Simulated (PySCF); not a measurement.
ClGe, SMILES [Cl][Ge] (connectivity only; charge and spin as stated), charge +1, multiplicity 1.

Geometry: r2SCAN-D4/def2-TZVP. The spin state was assumed, not searched.

Method: HF/def2-TZVPD run with PySCF.

The molecule is in vacuum.

Question: Estimate the frontier levels, gap, dipole moment and polarisability. (An estimate is asked for; the answer gives what the named calculation found.)

Answer: 
```
Property                                                          Result
------------------------------------------------  ----------------------
highest occupied level                                         -18.58 eV
lowest empty level                                              -6.29 eV
orbital gap                                                     12.29 eV
dipole moment about the centre of nuclear charge                  2.61 D
mean static polarisability                          33.2 bohr³ (4.92 Å³)
polarisability, principal values                  28.1, 28.1, 43.4 bohr³
```
